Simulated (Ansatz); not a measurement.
Results of the Gaussian-basis code of Ansatz.

A structure relaxed at PBE0-D4/def2-TZVP, charge 0, multiplicity 1:

```xyz
15

C    -1.721    0.272   -1.445
C    -0.648    1.180   -0.886
S    -0.479    1.058    0.934
Si    0.957   -0.478    1.095
O     1.058   -0.858    2.682
O     0.512   -1.710    0.119
O     2.465   -0.079    0.606
H    -2.690    0.487   -0.990
H    -1.478   -0.774   -1.255
H    -1.811    0.418   -2.525
H     0.324    0.980   -1.339
H    -0.881    2.230   -1.073
H     0.236   -1.033    3.143
H     1.226   -2.269   -0.195
H     2.930    0.576    1.128
```

Task: Give its formula and SMILES.

Result: C2H8O3SSi, `CCS[Si](O)(O)O`.

Task: Point group (tolerance 0.08 Å, 0.16 Å for H)?

Result: C1.

Task: Summarise the bond lengths by kind.

Result: 1 × C–C 1.513 Å; 5 × C–H 1.090 to 1.094 Å; 1 × C–S 1.831 Å; 1 × S–Si 2.109 Å; 3 × O–Si 1.634 to 1.635 Å; 3 × H–O 0.959 to 0.960 Å.
